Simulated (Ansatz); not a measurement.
`BS[SiH2]OC` + H₂ → `BS[SiH3]` + CH₃OH at 700 K and 1 bar (hydrogenolysis of the Si–O bond).

Computed with Ansatz on PBE0-D4/def2-TZVP structures; ΔE is electronic, products minus reactants. CCSD(T)/CBS adds triple-zeta CCSD(T) − MP2 to the extrapolated MP2 energy (def2 sets, frozen cores). This one scheme is used for every species. Each species was taken in one conformer, which may not be the lowest.

```tsv
species	CCSD(T)/CBS energy (Eh)	H − E (kJ/mol)	S (J/(mol·K))
`BS[SiH2]OC`	-829.15371	306.2	505.2
H₂	-1.17544	46.8	155.3
`BS[SiH3]`	-714.68055	186.5	398.7
CH₃OH	-115.61712	170.8	288.5
```

H − E and S are ideal-gas, rigid-rotor, harmonic terms from PBE0-D4/def2-TZVP, for one conformer and one mirror image of each species. For small species the MP2-based limit differs from directly extrapolated CCSD(T) by up to some mEh (0.8 for H₂); such offsets cancel only in part. 1 Eh = 2625.50 kJ/mol, R = 8.31446 J/(mol·K).

**Question.** By hand: ΔE, ΔH, ΔS and ΔG.

**Answer.** ΔE = (-714.68055) + (-115.61712) − (-829.15371) − (-1.17544) = 0.03148 Eh = 82.7 kJ/mol. Δ(H − E) = 186.5 + 170.8 − 306.2 − 46.8 = 4.3, so ΔH = 87.0 kJ/mol. ΔS = 398.7 + 288.5 − 505.2 − 155.3 = 26.7 J/(mol·K). ΔG = 87.0 − 700 × (26.7)/1000 = 68.3 kJ/mol.

**Question.** By hand: the equilibrium constant, and the temperature at which ΔG would vanish if ΔH and ΔS stayed fixed.

**Answer.** log₁₀ K = −ΔG/(RT ln 10) = -5.1. ΔG = 0 at ΔH/ΔS = 3258 K, far beyond where these terms or the molecules hold.

ΔH outweighs TΔS. A doubt of 5 kJ/mol in ΔE shifts log₁₀ K by 0.4 here. Other conformers and mirror images would add mixing entropy, several J/(mol·K) or more a flexible species. Modes under 60 cm⁻¹, often nearly free rotors, make the harmonic entropy too high. These are equilibria of isolated gas molecules and say nothing of rates. Largest T1 diagnostic: 0.014 (customary marks: 0.02 for closed shells, 0.045 for open ones).
